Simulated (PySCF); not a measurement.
An unknown is described by computed data only.

Formula: C4H11ClOSi.

| Item | Value |
| --- | --- |
| 1H NMR | chemical shifts (computed TMS as zero) by class: 4.75 (2 H), 3.72 (2 H), 3.09 (2 H), 1.73 (2 H), 0.91 (3 H) ppm [GIAO PBE0/pcSseg-1] |
| NMR, other nuclei | isotropic shieldings of nuclei other than C and H, by class: 301 (1 O), 377 (1 Si), 986 (1 Cl) ppm [GIAO PBE0/pcSseg-1] |
| 13C NMR | chemical shifts (computed TMS as zero) by class: 70.2 (1 C), 30.3 (1 C), 28.6 (1 C), 11.0 (1 C) ppm [GIAO PBE0/pcSseg-1] |
| Dipole | 2.93 D [PBE0/pcSseg-1] |
| Rotational structure | rotational constants A, B, C: 9.420, 0.495, 0.478 GHz [GFN2-xTB] |

Gas-phase values; electronic properties from PySCF, density fitting. Levels stand in brackets. Geometry: GFN2-xTB, one conformer, isolated molecule. NMR values are class means; diastereotopic atoms form classes of their own.

Q: Propose a structure and show how it fits.

A: Numbering: `[CH3:1][CH2:2][CH2:3][O:4][SiH2:5][CH2:6][Cl:7]`. Its formula, C4H11ClOSi, gives 0 degrees of unsaturation, so no ring and no π bond. 4 carbons fall into 4 classes; from least to most shielded: sp3 carbon bound to oxygen [C3] (70.2 ppm), chain CH2 carbon [C2] (30.3 ppm), sp3 C–Cl carbon [C6] (28.6 ppm), methyl carbon [C1] (11.0 ppm). Hydrogen classes from least to most shielded: 2 H on an oxygen-bound silicon, Si5 (4.75 ppm), 2 H on an sp3 carbon bound to oxygen, C3 (3.72 ppm), 2 H on an sp3 C–Cl carbon, C6 (3.09 ppm), 2 H on a chain CH2 carbon, C2 (1.73 ppm), 3 H on a methyl carbon, C1 (0.91 ppm). The other shieldings belong to: 301 ppm, silyl ether oxygen [O4]; 377 ppm, oxygen-bound silicon [Si5]; 986 ppm, alkyl chlorine [Cl7]. The optimised geometry has point group Cs and is an asymmetric top. Structure: `C(C)CO[SiH2]CCl`. The assignments are read from this structure; whether some other isomer fits the data as well wasn't checked.

The values belong to the conformer `[CH3:1][CH2:2][CH2:3][O:4][SiH2:5][CH2:6][Cl:7]`: C1–C2–C3–O4 180°, C2–C3–O4–Si5 180°, C3–O4–Si5–C6 180°, O4–Si5–C6–Cl7 180°.
